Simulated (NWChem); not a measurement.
System: BHSeF2; SMILES FB(F)[SeH]

Here is an NWChem input.

```
start job
memory heap 200 mb stack 900 mb global 1100 mb
geometry units angstroms noautosym nocenter noautoz
  B      0.004712    -0.949131     0.000000
  F      1.135949    -1.623834     0.000000
  F     -1.127155    -1.623429     0.000000
  Se     0.060067     0.989898     0.000000
  H     -1.403691     1.115291     0.000000
end
basis spherical
  * library def2-svpd
end
dft
  xc xpbe96 cpbe96
  iterations 150
end
property
  response 1 0.0
end
task dft property
```

Parts of the log:

```
             Northwest Computational Chemistry Package (NWChem) 7.3.0
             --------------------------------------------------------

                             Geometry "geometry" -> ""
                             -------------------------

 Output coordinates in angstroms (scale by  1.889725989 to convert to a.u.)

  No.       Tag          Charge          X              Y              Z
 ---- ---------------- ---------- -------------- -------------- --------------
    1 B                    5.0000     0.00471200    -0.94913100     0.00000000
    2 F                    9.0000     1.13594900    -1.62383400     0.00000000
    3 F                    9.0000    -1.12715500    -1.62342900     0.00000000
    4 Se                  34.0000     0.06006700     0.98989800     0.00000000
    5 H                    1.0000    -1.40369100     1.11529100     0.00000000

 Effective nuclear repulsion energy (a.u.)     231.4828772740

  pbe96 is a nonlocal functional; adding pw91lda local functional.
                              NWChem Property Module
                              ----------------------

                                 NWChem DFT Module
                                 -----------------

 Summary of "ao basis" -> "ao basis" (spherical)
 ------------------------------------------------------------------------------
       Tag                 Description            Shells   Functions and Types
 ---------------- ------------------------------  ------  ---------------------
 B                         def2-svpd                 8       20   4s2p2d
 F                         def2-svpd                 9       23   4s3p2d
 Se                        def2-svpd                15       41   6s5p4d
 H                         def2-svpd                 4        8   2s2p

            General Information
            -------------------
          SCF calculation type: DFT
          Wavefunction type:  closed shell.
          No. of atoms     :     5
          No. of electrons :    58
           Alpha electrons :    29
            Beta electrons :    29
          Charge           :     0
          Spin multiplicity:     1
          Use of symmetry is: off; symmetry adaption is: off
          Maximum number of iterations: 150
          AO basis - number of functions:   115
                     number of shells:    45
          Convergence on energy requested:  1.00D-06
          Convergence on density requested:  1.00D-05
          Convergence on gradient requested:  5.00D-04

              XC Information
              --------------
          PerdewBurkeErnzerhof Exchange Functional  1.000
            Perdew 1991 LDA Correlation Functional  1.000 local
           PerdewBurkeErnz. Correlation Functional  1.000 non-local

             Grid Information
             ----------------
          Grid used for XC integration:  medium
          Radial quadrature: Mura-Knowles
          Angular quadrature: Lebedev.
          Tag              B.-S. Rad. Rad. Pts. Rad. Cut. Ang. Pts.
          ---              ---------- --------- --------- ---------
          B                   0.85       49          11.0       434
          F                   0.50       49          12.0       434
          Se                  1.15      112          11.0       590
          H                   0.35       45          11.0       434
          Grid pruning is: on
          Number of quadrature shells:   304
          Spatial weights used:  Erf1

      Superposition of Atomic Density Guess
      -------------------------------------

 Sum of atomic energies:       -2623.11175650

      Non-variational initial energy
      ------------------------------

 Total energy =   -2624.182052
 1-e energy   =   -4114.537972
 2-e energy   =    1258.873043
 HOMO         =      -0.315317
 LUMO         =       0.039785

   convergence    iter        energy       DeltaE   RMS-Dens  Diis-err
 ---------------- ----- ----------------- --------- --------- ---------
 d= 0,ls=0.0,diis     1  -2625.6843172808 -2.86D+03  1.74D-02  9.88D-01
 d= 0,ls=0.0,diis     2  -2625.5221186408  1.62D-01  9.22D-03  3.09D+00
 d= 0,ls=0.0,diis     3  -2625.7931532557 -2.71D-01  1.84D-03  4.64D-02
 d= 0,ls=0.0,diis     4  -2625.7953581505 -2.20D-03  1.11D-03  1.28D-02
 d= 0,ls=0.0,diis     5  -2625.7965256729 -1.17D-03  3.72D-04  1.42D-03
  Resetting Diis
 d= 0,ls=0.0,diis     6  -2625.7967658365 -2.40D-04  5.67D-05  3.42D-05
 d= 0,ls=0.0,diis     7  -2625.7967712871 -5.45D-06  3.51D-05  2.59D-06
 d= 0,ls=0.0,diis     8  -2625.7967705608  7.26D-07  2.05D-05  9.54D-06
 d= 0,ls=0.0,diis     9  -2625.7967716421 -1.08D-06  3.28D-06  1.36D-07
 d= 0,ls=0.0,diis    10  -2625.7967716590 -1.70D-08  5.74D-07  8.72D-09

         Total DFT energy =    -2625.796771659042
      One electron energy =    -4115.631458373239
           Coulomb energy =     1370.265991539713
    Exchange-Corr. energy =     -111.914182099505
 Nuclear repulsion energy =      231.482877273989

 Numeric. integr. density =       58.000004232881

                       DFT Final Molecular Orbital Analysis
                       ------------------------------------

[...]

 DFT Linear Response polarizability / au
 Frequency  =       0.0000000 / au
              X              Y              Z
 -----------------------------------------------
 X      41.9312087     -0.7976303      0.0000003
 Y      -0.7976344     52.8647777     -0.0000008
 Z       0.0000003     -0.0000008     37.9577943
 -----------------------------------------------
 Eigenvalues =      41.8733261     52.9226604     37.9577943
 Isotropic   =      44.2512603
 Anisotropic =      13.4418450
 -----------------------------------------------

 Magnetic Dipole Response Matrix (nonzero elements):

 Exiting AOResponse driver routine
```

Level: PBE/def2-SVPD. All runs use the structure optimised with PBE0/def2-SVP.
